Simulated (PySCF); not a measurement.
# Correlation energy of Al³⁺ (aluminium, charge +3)

[Ne], closed-shell 1S. All numbers are calculated (PySCF 2.14, scalar relativity by spin-free X2C-1e, in ANO-RCC-VTZP). Frozen: 1s2; 8 electrons correlated.

MP2 pair energies summed by pair of shells (mhartree):

| pair | energy | share (%) |
| --- | --- | --- |
| 2p-2p | -159.79 | 80.3 |
| 2s-2p | -31.85 | 16.0 |
| 2s-2s | -7.28 | 3.7 |

Total MP2 correlation energy: -198.92 mhartree.

Same-spin part -56.53 and opposite-spin part -142.39 mhartree; SCS-MP2 scales them by 1/3 and 6/5 to -189.71 mhartree.
